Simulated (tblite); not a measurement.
C₄H₉AsOS.
Atom-mapped SMILES: `[CH3:1][C:2](=[S:3])[O:4][CH2:5][CH2:6][AsH2:7]` (hydrogens: H8, H9, H10 on C1; H11, H12 on C5; H13, H14 on C6; H15, H16 on As7)

Geometry (GFN2-xTB, Å), atoms numbered from 1 in this order:
```xyz
16
C4H9AsOS angstrom
C      2.5294    1.0413    0.1355
C      1.7091   -0.1963    0.2852
S      2.3277   -1.6328    0.7429
O      0.4270    0.0025    0.0206
C     -0.4833   -1.0834    0.1564
C     -1.8221   -0.5964   -0.3622
As    -2.0462    1.3128    0.1598
H      3.5861    0.7944    0.1541
H      2.3067    1.7220    0.9576
H      2.2722    1.5476   -0.7933
H     -0.5403   -1.3579    1.2173
H     -0.0986   -1.9499   -0.3961
H     -2.6252   -1.2253    0.0221
H     -1.8388   -0.6526   -1.4533
H     -3.5474    1.2716    0.0541
H     -2.1638    1.0112    1.6267
```

Calculated harmonic vibrations of the isolated species, GFN2-xTB (tblite), most abundant isotopes, no scaling. The method is semi-empirical: single wavenumbers can be off by several per cent or more. Modes of hydrogen on arsenic can be 10 to 20 % off. One conformer, not necessarily the lowest. The optimisation stopped once no atom felt more than 0.01 eV/Å.

Lowest wavenumbers of the output (negative numbers stand for imaginary wavenumbers):
```
mode    cm-1
  1     -27.3
  2      36.1
  3      60.1
  4     122.3
  5     146.5
  6     171.6
  7     203.5
  8     313.1
```

Q: Is this structure a minimum?

A: Not by this Hessian. 1 mode is imaginary beyond 20i (27i cm⁻¹), so at this level the point lies at or near a first-order saddle. The curvature is small, so loose convergence or finite differences may be the whole cause.

Q: Which atoms move in the imaginary mode?

A: 27i: H9 (methyl hydrogen) 35 %, H10 (methyl hydrogen) 34 %, H8 (methyl hydrogen) 25 %. These are shares of the mass-weighted motion.

Q: What is the remedy?

A: Step along that mode in both directions, optimise again with tighter thresholds and repeat the frequencies. The zero-point energy of this point (73.4 kcal/mol) counts the 41 real modes alone, and thermal corrections from it aren't those of a minimum.

Time: 0.56 s. Hardware: one thread of an Arm Neoverse V1, no GPU, on a shared host. This covers the Hessian and the dipole derivatives.
